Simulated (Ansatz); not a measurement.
C₂H₇NSSi, SMILES `C[SiH2]NC=S` at its PBE0-D4/def2-TZVP geometry, where that method's forces vanish. Total charge 0; spin multiplicity 1.

```csv
atom,x (Å),y (Å),z (Å)
C1,0.579,1.487,0.783
Si2,0.752,-0.338,0.483
N3,-0.727,-1.093,-0.146
C4,-1.199,-0.865,-1.379
S5,-0.523,0.164,-2.453
H6,1.466,1.854,1.308
H7,-0.293,1.695,1.407
H8,0.478,2.030,-0.157
H9,0.907,-1.054,1.780
H10,1.888,-0.680,-0.402
H11,-1.233,-1.766,0.412
H12,-2.096,-1.435,-1.635
```

(1) For each bond, give half the difference of the two atoms' forces along it (eV/Å; positive pushes the atoms apart) under PBE-D4, r2SCAN-D4, B3LYP-D4, ωB97M-V in def2-TZVPP. (Estimate.)

Results:

(1) The calculation gave: 
```tsv
bond	length (Å)	PBE-D4	r2SCAN-D4	B3LYP-D4	ωB97M-V
C1–Si2	1.857	-0.03	0.00	0.13	0.05
C1–H6	1.094	0.10	-0.01	-0.04	-0.04
C1–H7	1.092	0.10	0.00	-0.04	-0.04
C1–H8	1.090	0.11	-0.02	-0.06	-0.05
Si2–N3	1.776	-0.01	-0.04	0.04	0.04
Si2–H9	1.490	0.07	-0.04	-0.15	-0.14
Si2–H10	1.481	0.04	-0.03	-0.11	-0.14
N3–C4	1.339	0.27	0.23	0.18	0.23
N3–H11	1.010	0.16	-0.02	-0.06	-0.11
C4–S5	1.635	0.26	0.12	0.21	-0.03
C4–H12	1.093	-0.01	-0.11	-0.20	-0.15
```

B3LYP here is the variant with VWN-RPA as its local correlation; programs differ in this.

Program: Ansatz 0.2.0.
